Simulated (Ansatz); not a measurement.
```yaml
crystal:
  periodic: [false, false, false]
  atoms:
    - {symbol: B, position_ang: [0.818927, -1.623642, 0.208503]}
    - {symbol: B, position_ang: [0.726602, -0.177828, -0.523952]}
    - {symbol: B, position_ang: [0.480328, -0.077903, 1.036105]}
    - {symbol: B, position_ang: [-1.207264, -0.035319, 1.091809]}
    - {symbol: B, position_ang: [-0.384633, 0.425626, -1.469607]}
    - {symbol: B, position_ang: [-1.618221, -0.006302, -0.598670]}
    - {symbol: B, position_ang: [-0.537218, 0.861860, 0.114381]}
    - {symbol: B, position_ang: [1.853266, 0.577274, 0.503262]}
    - {symbol: Sb, position_ang: [-2.751843, -1.670104, -0.412816]}
    - {symbol: Sb, position_ang: [2.799541, -0.993586, -0.383842]}
    - {symbol: Sb, position_ang: [-0.297357, -1.875376, -1.561586]}
    - {symbol: Sb, position_ang: [0.414846, -1.826599, 2.212600]}
    - {symbol: Sb, position_ang: [0.406094, 2.213991, -2.311494]}
    - {symbol: Sb, position_ang: [-0.505658, 2.990755, 0.060380]}
    - {symbol: Sb, position_ang: [2.056902, 2.583544, -0.166639]}
    - {symbol: Sb, position_ang: [-2.254329, -1.366399, 2.201575]}
basis:
  gaussian: {orbitals: def2-TZVP, fitting: {mean_field: def2-universal-jkfit}}
magnetization: {spin_polarized: true, initial_magnetization: 0}
hamiltonian: {xc: {name: CAM-B3LYP}}
scf: {omitted_lower_state_checks: [starts]}
output: {forces: true}
```

```sh
$ ansatz run in.yaml --threads 2 --pin off --events-out ev --progress --plain --max-ram 32768MiB --backend cuda --devices 0, --max-vram 18GiB
```

It prints (some lines left out):

```
Functional definition: CAM-B3LYP
2344 factors; integrals over basis functions are off by at most 6.9e-1 eV
2344 factors; integrals over basis functions are off by at most 7.4e-7 eV
mean field evaluation 1: about -57625.3986 eV, gradient 1.4e2 eV
mean field evaluation 2: about -56392.1937 eV, gradient 4.4e2 eV
mean field evaluation 4: about -57696.0858 eV, gradient 3.9e1 eV
mean field evaluation 8: about -57703.9776 eV, gradient 8.5e-1 eV
mean field evaluation 16: about -57703.9804 eV, gradient 3.7e-3 eV
mean field -57703.98042967 eV, -2120.5821676276 hartree, gradient 5.1e-5 eV, S^2 0.000000; 0 other end points of the search recorded, 0 dependent functions left out
reference -57703.98057816 eV, -2120.5821730847 hartree; 112, 112 occupied and 536, 536 virtual orbitals, 2344 factors
Total energy: -57703.98057816 eV, -2120.5821730847 hartree
Atom 0 at     0.818927    -1.623642     0.208503 Å, force     0.268212    -2.425504     0.120127 eV/Å
Atom 1 at     0.726602    -0.177828    -0.523952 Å, force     1.176375     0.278200    -1.312869 eV/Å
Atom 2 at     0.480328    -0.077903     1.036105 Å, force     0.194189     0.552656     2.113140 eV/Å
Atom 3 at    -1.207264    -0.035319     1.091809 Å, force    -1.029398     0.579718     1.668525 eV/Å
Atom 4 at    -0.384633     0.425626    -1.469607 Å, force    -0.392886     0.243179    -2.676011 eV/Å
Atom 5 at    -1.618221    -0.006302    -0.598670 Å, force    -2.279218     0.677199    -1.010532 eV/Å
Atom 6 at    -0.537218     0.861860     0.114381 Å, force     0.375601     1.719678     0.099796 eV/Å
Atom 7 at     1.853266     0.577274     0.503262 Å, force     1.632435     1.247905     1.439931 eV/Å
Atom 8 at    -2.751843    -1.670104    -0.412816 Å, force    -3.089415    -2.120423    -0.861221 eV/Å
Atom 9 at     2.799541    -0.993586    -0.383842 Å, force     3.638161    -1.541329    -1.253062 eV/Å
Atom 10 at    -0.297357    -1.875376    -1.561586 Å, force    -0.048824    -2.405362    -2.919898 eV/Å
Atom 11 at     0.414846    -1.826599     2.212600 Å, force     1.053519    -2.126387     3.334167 eV/Å
Atom 12 at     0.406094     2.213991    -2.311494 Å, force     0.512568     1.387529    -3.507014 eV/Å
Atom 13 at    -0.505658     2.990755     0.060380 Å, force    -2.304553     3.058251     1.543734 eV/Å
Atom 14 at     2.056902     2.583544    -0.166639 Å, force     2.868127     2.086010     0.247517 eV/Å
Atom 15 at    -2.254329    -1.366399     2.201575 Å, force    -2.574892    -1.211319     2.973669 eV/Å
Dipole moment:    -0.483154    -0.888387     0.226756 e Å
Checks for a lower state left out: starts
```

Run time 25 s (2 threads of AMD EPYC 7R13 on a shared host and a share (18 GiB) of an NVIDIA H100 80GB HBM3), peak host memory 2.1 GiB.

In the def2 sets Sb takes a core potential; there is no spin–orbit coupling.
